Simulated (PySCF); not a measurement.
## Diatomics of Sc with the chalcogens

r²SCAN with triple-zeta basis sets in PySCF, for the lowest determinant that a PBE0 search found; no spin–orbit coupling. De refers to high-spin ground-configuration atoms. A positive dipole means M(−)Sc(+).

```csv
M,basis,state (unpaired electrons),Re (Å),ωe (cm⁻¹),De (eV),μ (D)
O,x2c-TZVPPall,doublet (σ ↑),1.659,1006,7.44,3.66
S,def2-TZVPP,doublet (σ ↑),2.130,577,5.39,5.19
Se,x2c-TZVPPall,doublet (σ ↑),2.259,430,4.77,5.44
```

The shortest bond is that of ScO (1.659 Å), the longest that of ScSe (2.259 Å). ScO is bound most strongly (7.44 eV) and ScSe least (4.77 eV).

The rows differ in basis set, which adds steps of its own.

Down a group the atoms grow and get heavier, so bonds lengthen and wavenumbers fall; this series shows no clear exception.

The metal atom is held in its measured ground configuration; semilocal functionals can put another filling of s and d lower by some tenths of an eV, and De to that atom would be smaller. Spin–orbit coupling is left out. With d or f electrons several states lie close, and the lowest PBE0 determinant need not be the measured ground state.
